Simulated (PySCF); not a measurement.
ethylmethylamine (C3H9N), SMILES N(C)CC.

Geometry optimised at B3LYP-D3(BJ)/def2-SVP. The values are those of a single conformer.

These are r2SCAN/def2-TZVP (PySCF) values and carry that method's errors.

Estimate the frontier levels, gap, dipole moment and polarisability. (The exact figures need the calculation; the answer reports its results.)


```
Item                                                                                                           Result
---------------------------------------------------------------------------------------------  ----------------------
highest occupied level                                                                                       -5.20 eV
lowest empty level                                                                                            1.13 eV
orbital gap                                                                                                   6.33 eV
dipole moment                                                                                                  0.84 D
quadrupole, principal values (traceless, Buckingham form, about the centre of nuclear charge)   -3.50, 0.70, 2.81 D·Å
mean static polarisability                                                                       49.1 bohr³ (7.28 Å³)
polarisability, principal values                                                               43.9, 46.5, 56.9 bohr³
```
